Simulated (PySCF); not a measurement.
## Dipole response of C⁺ (carbon, charge +1)

[He] 2s2 2p1, 2P determinant. All numbers are calculated (PySCF 2.14, scalar relativity by spin-free X2C-1e, in x2c-QZVPPall with one added diffuse shell each of s, p, d, f type (8s5p4d3f1g, 73 functions)). Coupled (time-dependent) response in atomic units; α is the mean over directions.

| method | mean α (bohr³) | α xx, yy, zz | C₆ (like pair) | S(−4) |
| --- | --- | --- | --- | --- |
| UHF | 6.295 | 6.369, 6.146, 6.369 | 14.93 | 40.19 |
| PBE | 6.081 | 6.117, 6.011, 6.117 | 14.61 | 28.28 |
| PBE0 | 6.063 | 6.117, 5.957, 6.117 | 14.51 | 28.72 |
| MN15 | 6.075 | 6.032, 6.160, 6.032 | 13.98 | 31.32 |
| LC-wPBE | 6.071 | 6.131, 5.951, 6.131 | 14.53 | 28.82 |

S(−4) is the Cauchy moment in α(ω) = α(0) + S(−4) ω² + …

α(iu) at LC-wPBE:

```csv
u (hartree),α(iu) (bohr³)
0,6.071
0.0500,6.000
0.100,5.802
0.200,5.160
0.300,4.410
0.500,3.119
0.750,2.080
1.00,1.464
1.50,0.8287
2.00,0.5314
3.00,0.2729
5.00,0.1128
```

A single London oscillator, α(iu) = α/(1 + u²/ω²), gives C₆ = (3/4) ω α². Matching the computed C₆ needs ω = 4 × 14.53 / (3 × 6.071²) = 0.526 hartree.

For an ion, C₆ is the dispersion term alone; charge-induced terms of lower order in 1/R come first.

The components differ because the open shell of this determinant is not spherical; for a pure term their mean is the scalar polarisability.
